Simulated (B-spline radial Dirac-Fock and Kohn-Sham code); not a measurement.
# Subshell cross sections of O⁺, photon energy 7100 eV

System: oxygen as O⁺, configuration [He] 2s2 2p3.

Calculated with a B-spline atomic structure program, using Dirac-Hartree-Slater photoionisation with all multipoles and Dirac-Fock thresholds. The asymmetry parameter β is from the dipole term alone. Kinetic energies are from the vacuum level. Open shells are spread statistically over j, without multiplet splitting.

| subshell | electrons | binding (eV) | kinetic (eV) | σ (kb) | β |
| --- | --- | --- | --- | --- | --- |
| 1s | 2 | 568.2 | 6531.8 | ? | ? |
| 2s | 2 | 47.90 | 7052.1 | 0.0235 | 2.00 |
| 2p1/2 | 1 | 32.26 | 7067.7 | 0.000191 | 0.12 |
| 2p3/2 | 2 | 32.21 | 7067.8 | 0.000374 | 0.10 |

Q: What are σ and β for 1s?

A: σ = 0.408 kb, the largest of all subshells and 94 % of the total, and β = 2.00.

Run: 2.3 s of CPU time on 1 thread of Neoverse-N1 (shared host), peak memory 0.39 GiB.
